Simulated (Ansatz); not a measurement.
Basis sets compared for B₃W₃. Total charge 0; doublet. Geometry PBE-D4/def2-SVP. Ansatz on 4 threads of Arm Neoverse V1 on a shared host; times are rough, and most runs start from earlier orbitals.

```xyz
6

W    -1.614   -0.401    0.735
W     0.895    1.208   -0.062
W     0.685   -1.126    0.322
B    -0.697    0.100   -1.035
B     0.825   -0.329   -1.594
B    -0.094    0.548    1.634
```

In the def2 sets W takes a core potential; there is no spin–orbit coupling. At PBE0-D4/def2-SVP, PBE0-D4/def2-TZVP the charge 0 doublet is spin-contaminated (final ⟨S²⟩ up to 0.88, 0.75 for a pure state). No other spin state of charge 0 was run. Another isomer (doublet) lies 1.38 eV lower at PBE0-D4/def2-TZVP; other spin states weren't run for this one.

| level | functions | energy (Eh) | HOMO (eV) | LUMO (eV) | wall time |
| --- | --- | --- | --- | --- | --- |
| PBE-D4/def2-SVP | 138 | -275.6073 | -3.61 | -3.41 | 15 s |
| PBE0-D4/def2-SVP | 138 | -275.4016 | -4.32 | -2.60 | 20 s |

Task: Estimate the rows for PBE-D4/def2-TZVP (with forces), PBE0-D4/def2-TZVP.

Result: 
```json
{"level": "PBE-D4/def2-TZVP (with forces)", "functions": "213", "energy (Eh)": "-275.7154", "HOMO (eV)": "-3.65", "LUMO (eV)": "-3.47", "wall time": "31 s"}
{"level": "PBE0-D4/def2-TZVP", "functions": "213", "energy (Eh)": "-275.5146", "HOMO (eV)": "-4.33", "LUMO (eV)": "-2.62", "wall time": "35 s"}
```
